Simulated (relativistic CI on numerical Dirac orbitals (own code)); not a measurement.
**Magnetism of Ni³⁺, 3d7, in a crystal field**

Calculated by Dirac-Coulomb-Breit CI, KLI orbitals optimised for each configuration, QED by a radiative potential, valence Slater integrals scaled by 0.75, one configuration in a parametric crystal field (own radial code).

Field parameters in Wybourne normalisation: D3d B²₀ = −7Dσ, B⁴₀ = −14Dq − 21Dτ, B⁴₃ = −14√(10/7) Dq; D4h B²₀ = −7Ds, B⁴₀ = 21(Dq − Dt), B⁴₄ = 21√(5/14) Dq; Td as Oh with Dq negative (B⁴₀ = 21Dq, B⁴₄ = √(5/14) B⁴₀). The field is a parameter set, without covalency.

S is read from ⟨S²⟩ = S(S + 1).

Powder χT (cm³ K mol⁻¹) by Van Vleck's formula, with temperature-independent terms:

```tsv
Field	2 K	5 K	10 K	20 K	50 K	100 K	200 K	300 K
D3d, 10Dq = 6800, Dσ = -430, Dτ = 330 cm⁻¹	2.77	2.79	2.81	2.86	2.99	3.21	3.46	3.54
D3d, 10Dq = 17150, Dσ = 780, Dτ = -160 cm⁻¹	1.85	1.87	1.91	1.99	2.22	2.59	3.11	3.33
D3d, 10Dq = 20900, Dσ = -70, Dτ = 400 cm⁻¹	0.155	0.167	0.186	0.224	0.329	0.432	0.504	0.54
D4h, 10Dq = 11000, Ds = -1150, Dt = 960 cm⁻¹	2.55	2.58	2.62	2.72	3	3.36	3.67	3.76
D4h, 10Dq = 13250, Ds = 390, Dt = -300 cm⁻¹	1.61	1.64	1.68	1.76	2.02	2.32	2.53	2.6
D4h, 10Dq = 14950, Ds = 2670, Dt = -610 cm⁻¹	1.3	1.32	1.36	1.43	1.64	1.89	2.05	2.1
D4h, 10Dq = 31950, Ds = -930, Dt = -740 cm⁻¹	0.411	0.411	0.411	0.412	0.415	0.42	0.429	0.438
Td, 10Dq = -12150 cm⁻¹	2.18	2.18	2.18	2.18	2.19	2.2	2.22	2.23
```

Q: For D4h, 10Dq = 31950, Ds = -930, Dt = -740 cm⁻¹: what effective moment follows at 300 K?

A: μ_eff = √(8χT) = 1.87 μB. The ground level has S = 0.50; the spin-only moment for S = 1/2 is 1.73 μB. The difference comes from the orbital moment, spin-orbit mixing of terms and temperature-independent paramagnetism, all larger in this ionic model than in covalent complexes.
